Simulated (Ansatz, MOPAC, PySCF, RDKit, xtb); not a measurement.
Dimer: H4Sn (SMILES [SnH4]) (first 5 atoms) with CH4 (SMILES C); geometry from B3LYP-D3(BJ)/def2-TZVP, rigid monomers moved along the line of their centres of mass till Sn1···C6 is 4.48 Å.
(charge 0, multiplicity 1):
```
atom    x (Å)    y (Å)    z (Å)
----  -------  -------  -------
Sn     0.1336   0.1521  -0.0877
H     -1.2914   0.9323   0.4394
H      0.0729  -1.5006   0.3389
H      0.2617   0.2942  -1.7866
H      1.4919   0.8835   0.6450
C     -0.1722  -0.1965   4.3721
H      0.8043   0.2158   4.1216
H     -0.2585  -0.2924   5.4535
H     -0.9530   0.4677   4.0040
H     -0.2819  -1.1775   3.9117
```

```csv
level,interaction energy (kJ/mol)
UFF,-3.0
AM1,4.3
PM6,-0.4
PM7,-1.0
GFN1-xTB,-2.0
HF/def2-SVPD,0.2
PBE/def2-TZVPPD,-1.2
PBE-D3(BJ)/def2-TZVPPD,-3.5
r2SCAN/def2-TZVPPD,-1.3
r2SCAN-D3(BJ)/def2-TZVPPD,-2.6
B3LYP/3-21G (no counterpoise),-1.4
B3LYP/def2-TZVPPD,0.6
B3LYP-D4/def2-TZVPPD,-2.7
PBE0/def2-TZVPPD,-1.0
wB97X-V/def2-TZVPPD,-2.7
SCS-MP2/def2-SVPD,-1.5
SCS-MP2/def2-TZVPPD,-1.7
CCSD(T)/def2-SVPD,-2.1
CCSD(T)/def2-TZVPPD,-2.3
"CCSD(T)/CBS(def2-SVPD, def2-TZVPPD)",-2.4
```

The rows run from -3.5 (PBE-D3(BJ)/def2-TZVPPD) to 4.3 kJ/mol (AM1). From def2-SVPD to def2-TZVPPD CCSD(T) changes by -0.2. The dispersion term adds -2.3 in PBE-D3(BJ), -1.2 in r2SCAN-D3(BJ), -3.3 in B3LYP-D4. The 5 functionals in def2-TZVPPD without D3 or D4 span 3.3, from wB97X-V to B3LYP.

Counterpoise-corrected where a basis set is named; no monomer relaxation. Rows marked so take none. RDKit's UFF carries no charges.

Correlated levels freeze the cores. Filled d and f shells under p-block atoms count as core. CBS: X⁻³ extrapolation of the correlation energy, Hartree–Fock from the larger set. Rows in 3-21G carry no dispersion term and start afresh at each structure; the Pople sets are all-electron and without relativity. The state that AM1, PM6, PM7 reach isn't checked; PM7 holds dispersion and hydrogen-bond terms.

Programs: Ansatz (Gaussian basis) for Hartree–Fock, density functionals and correlated methods; MOPAC for AM1, PM6, PM7 (differences of heats of formation); PySCF for 3-21G rows, the dispersion terms; RDKit for the force fields; xtb for the GFN methods. Each number belongs to the level named beside it. In def2 rows elements past Kr take small-core potentials, without spin–orbit coupling.

Ansatz is an electronic-structure program.
